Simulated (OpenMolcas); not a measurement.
# What dynamic correlation does to the levels of Pd2+

```yaml
Program: OpenMolcas
Basis: ANO-RCC-VTZP [7s6p4d2f1g]
Scalar_Hamiltonian: DKH2, point nucleus
Active_space: 8 electrons in 5 orbitals (4d)
State_averaging: 2S+1 = 3 even, 10 roots; 2S+1 = 1 even, 15 roots
Spin-orbit_coupling: RASSI with atomic mean-field integrals over the reference wave functions, term energies averaged over their components
```

Methods on the same reference wave functions:
A. CASSCF
B. SS-CASPT2, IPEA 0.25 Eh, imaginary shift 0.1 Eh (closed shells correlated: 4s 4p)
C. XMS-CASPT2, IPEA 0.25 Eh, imaginary shift 0.1 Eh (closed shells correlated: 4s 4p)

Energies in cm-1 above 4d8 3F4, the measured ground level; measured values from Moore, Atomic Energy Levels, vol. III, NSRDS-NBS 35 (1971 reprint of NBS Circular 467, 1958).

| Level | A | B | C | Measured |
| --- | --- | --- | --- | --- |
| 4d8 3F4 | 0.0 | 0.0 | 0.0 | 0.0 |
| 4d8 3F3 | 3119 | 3140 | 3140 | 3230 |
| 4d8 3F2 | 4806 | 4560 | 4590 | 4687 |
| 4d8 3P1 | 17416 | 14060 | 13600 | 13470 |
| 4d8 3P0 | 17745 | 14310 | 13860 | 13699 |
| 4d8 1G4 | 21504 | 18210 | 18110 | 17880 |
| 4d8 1S0 | 50311 | 42070 | 41990 |  |

Deviations, from unrounded energies. A percentage is the sum of absolute deviations over the sum of measured energies, with the sign that they share, or ± where signs differ.

| Against measurement | Levels | A | B | C |
| --- | --- | --- | --- | --- |
| mean absolute deviation (cm-1) | 5 | 2400 | 350 | 140 |
| fine structure of the ground term (%) | 2 | ±2.9 | -2.7 | -2.4 |
| other terms of the ground configuration (%) | 3 | +25.8 | +3.4 | +1.1 |

C lies closest to measurement on these levels and A furthest from it. The largest miss of C in the table is 4d8 1G4, by +230 cm-1. The ranking rests on the paired levels alone, and a cruder setting can come out closer through cancelling errors.

Between B and C the level of the table that moves most is 4d8 3P1, by 460 cm-1 (lowest in C, highest in B). Moves below CASPT2's spread within the term are not significant.

The mean deviations of B to C differ by less than CASPT2's widest spread within a term (1100 cm-1), so their order carries little weight.

From A to B the spin-free energies of the other terms of 4d8 shown, above 3F, scale by factors of 0.76 to 0.82, as is usual when dynamic correlation screens the repulsion within a d or f shell.

The lowest spin-free term lies below A's lowest term by 0.513 hartree in B, 0.520 hartree in C.

CASPT2 does not keep the components of a term degenerate, so their means are used; among the terms shown or strongly mixed into the levels shown the widest spread is 1100 cm-1 (4d8 1G, C). Levels of configurations with an s electron are missing; early in the row they begin among the upper levels of the d shell and mix with terms of their name. Without dynamic correlation excited terms often stand tens of per cent too high (terms of higher spin than the ground term too low), and those without a measured partner can miss by more than the paired ones (holds for A). The CASPT2 spread within a term exceeds the gap to the next term for 4d8 1D and 4d8 3P, so the order of their levels is uncertain, and so are names and mixing where such terms share a J (holds for C). Measured partners are found by configuration, term and J. A level has none where our copy of the source lacks it or the pairing is in doubt (some pairs that miss far off the trend of their configuration count as doubtful), and it then counts in no deviation. Only configurations of the active space appear. The table leaves out levels that lie high or whose names do not pair safely across all columns.
